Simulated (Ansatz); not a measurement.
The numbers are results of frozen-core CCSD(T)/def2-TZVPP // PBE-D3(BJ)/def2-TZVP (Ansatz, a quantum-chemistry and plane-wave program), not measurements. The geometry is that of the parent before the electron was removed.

Ansatz 0.2 input:
```yaml
crystal:
  periodic: [false, false, false]
  atoms:
    - { symbol: O, position_ang: [1.436006, -1.05499, -0.257396] }
    - { symbol: Sn, position_ang: [-0.421597, -0.364156, -0.095013] }
    - { symbol: O, position_ang: [-0.381699, 1.595085, -0.460066] }
    - { symbol: H, position_ang: [2.047171, -0.572733, 0.324926] }
    - { symbol: H, position_ang: [-1.243095, -1.110687, -1.390556] }
    - { symbol: H, position_ang: [-1.009178, -0.597043, 1.511658] }
    - { symbol: H, position_ang: [-0.427612, 2.104524, 0.366444] }
basis:
  gaussian: { orbitals: def2-TZVPP }
correlation:
  method: ccsd_t
total_charge: 1
magnetization:
  spin_polarized: true
  initial_magnetization: 1
```

Output:

```
Functional definition: HF
1181 factors; integrals over basis functions are off by at most 1.0e-3 eV
mean field evaluation 1: about -9920.0742 eV, gradient 6.1e1 eV
mean field evaluation 2: about -9920.0776 eV, gradient 6.1e1 eV
mean field evaluation 4: about -9933.7601 eV, gradient 5.2e0 eV
mean field evaluation 8: about -9934.3518 eV, gradient 3.3e0 eV
mean field evaluation 16: about -9935.9056 eV, gradient 3.0e-1 eV
mean field evaluation 32: about -9934.0416 eV, gradient 1.1e0 eV
mean field evaluation 64: about -9933.8567 eV, gradient 3.4e0 eV
mean field evaluation 96: about -9935.8711 eV, gradient 1.1e0 eV
mean field evaluation 128: about -9935.8158 eV, gradient 1.0e-1 eV
mean field evaluation 160: about -9933.1076 eV, gradient 6.8e0 eV
mean field evaluation 192: about -9935.8033 eV, gradient 2.3e-1 eV
mean field evaluation 224: about -9935.8148 eV, gradient 7.9e-4 eV
mean field evaluation 256: about -9935.1257 eV, gradient 2.9e-4 eV
mean field evaluation 288: about -9935.5828 eV, gradient 3.5e0 eV
mean field evaluation 320: about -9930.0485 eV, gradient 5.8e0 eV
mean field evaluation 352: about -9929.8742 eV, gradient 1.5e0 eV
mean field evaluation 384: about -9927.6050 eV, gradient 6.9e0 eV
mean field evaluation 416: about -9931.3034 eV, gradient 6.7e0 eV
mean field evaluation 448: about -9928.8078 eV, gradient 2.9e0 eV
mean field evaluation 480: about -9930.9434 eV, gradient 6.0e0 eV
mean field evaluation 512: about -9930.8716 eV, gradient 2.4e0 eV
mean field evaluation 544: about -9933.8191 eV, gradient 3.0e-1 eV
mean field -9935.90776846 eV, -365.1378756909 hartree, gradient 2.7e-6 eV, S^2 0.758215; 11 other end points of the search recorded, 0 dependent functions left out
determinant -9935.90776846 eV, -365.1378756909 hartree, with singles and doubles -9957.15321941 eV, -365.9186316126 hartree
determinant -9935.81478898 eV, -365.1344587578 hartree, with singles and doubles -9957.06965047 eV, -365.9155605106 hartree
determinant -9935.23885575 eV, -365.1132936019 hartree, with singles and doubles -9957.03711191 eV, -365.9143647406 hartree
determinant -9935.12565790 eV, -365.1091336579 hartree, with singles and doubles -9956.43623262 eV, -365.8922828337 hartree
determinant -9933.81740203 eV, -365.0610561415 hartree, with singles and doubles -9956.06420552 eV, -365.8786110901 hartree
determinant -9935.90776846 eV, -365.1378756909 hartree, with singles and doubles -9957.04553823 eV, -365.9146744021 hartree
determinant -9935.81478898 eV, -365.1344587578 hartree, with singles and doubles -9956.95942854 eV, -365.9115099293 hartree
determinant -9935.23885575 eV, -365.1132936019 hartree, with singles and doubles -9956.93787022 eV, -365.9107176755 hartree
determinant -9935.90776846 eV, -365.1378756909 hartree, with singles and doubles -9957.10163861 eV, -365.9167360530 hartree
determinant -9935.81478898 eV, -365.1344587578 hartree, with singles and doubles -9957.00619035 eV, -365.9132283941 hartree
determinant -9935.23885575 eV, -365.1132936019 hartree, with singles and doubles -9956.98327469 eV, -365.9123862593 hartree
6 core orbitals not correlated
reference -9935.90776846 eV, -365.1378756909 hartree; 15, 14 occupied and 147, 148 virtual orbitals, 1181 factors
second order -20.59924598 eV of doubles, -0.00000000 eV of singles
cycle   1  -21.19386700 eV  change    3.2e-6 eV  update   4.9e-6
perturbative correction -0.70529441 eV, -0.0259190914 hartree
Total energy: -9957.80692987 eV, -365.9426550286 hartree
```

Cost: around 50 core-minutes (rough).
